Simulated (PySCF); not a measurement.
Compound: C₅H₇O₂P.
Atom-mapped SMILES: `[CH:1]#[C:2][P@:3](=[O:4])([OH:5])/[CH:6]=[CH:7]/[CH3:8]` (hydrogens: H9 on C1; H10 on O5; H11 on C6; H12 on C7; H13, H14, H15 on C8)

Cartesian coordinates in Å at the GFN2-xTB level; atoms count from 1:
```xyz
15
C5H7O2P angstrom
C     -1.690    0.847    2.926
C     -1.597    0.547    1.768
P     -1.423    0.174    0.035
O     -1.813    1.256   -0.873
O     -2.353   -1.133   -0.151
C      0.257   -0.456   -0.112
C      1.095    0.141   -0.948
C      2.511   -0.250   -1.172
H     -1.782    1.096    3.944
H     -3.095   -0.887   -0.705
H      0.535   -1.300    0.501
H      0.729    0.984   -1.520
H      2.785   -1.112   -0.570
H      3.166    0.584   -0.921
H      2.671   -0.482   -2.225
```

Level of theory: TDDFT CAM-B3LYP/def2-SVPD, vertical, gas phase, core orbitals frozen in the response in PySCF.

Frontier orbitals with the atoms that hold most of them (Löwdin shares over 4%, at most four atoms; ? is withheld):

```tsv
orbital	ε (eV)	atoms
HOMO-3	-10.36	C2 34%, C1 33%, C6 8%, P3 7%
HOMO-2	-9.94	O4 58%, P3 11%, C6 8%, O5 8%
HOMO-1	-9.78	O4 40%, C2 21%, C1 20%, P3 6%
HOMO	-9.42	?
LUMO	0.12	?
LUMO+1	0.81	C1 30%, C2 28%, P3 13%, H9 8%
LUMO+2	1.26	C8 15%, O5 14%, C1 11%, C7 9%
```

Q: Which atoms hold the HOMO, and with what shares?

A: C6 (bonded to C, P and H) 31%; C7 (bonded to 2 C and H) 25%; O4 (bonded to P) 8%; C1 (bonded to C and H) 8%. By element: carbon 64% or more, oxygen 8% or more.

Q: Give the leading atoms of the LUMO.

A: C7 (bonded to 2 C and H) 23%; C6 (bonded to C, P and H) 16%; C1 (bonded to C and H) 13%; C2 (bonded to C and P) 12%.

Q: The HOMO–LUMO gap is 9.54 eV. Where does the response calculation put the lowest singlet, and from which orbitals?

A: S1 is at 6.06 eV (f = 0.0019), 3.47 eV below the gap, made of HOMO-1→LUMO (36%), HOMO-3→LUMO+1 (11%). Its leading pair isn't HOMO and LUMO; the energies of that pair differ by 9.91 eV. 

Next come S2 at 6.31 eV (f 0.023), HOMO-1→LUMO+1 (15%), HOMO-3→LUMO+1 (14%), HOMO-1→LUMO (12%); S3 at 6.33 eV (f 0.010), HOMO-3→LUMO+1 (24%), HOMO-1→LUMO+1 (16%), HOMO→LUMO+1 (15%); S4 at 6.63 eV (f 0.0053), HOMO-2→LUMO (72%), HOMO-1→LUMO (13%); S5 at 6.94 eV (f 0.387), HOMO→LUMO (63%), HOMO-3→LUMO (17%).

One conformer stands for the species.
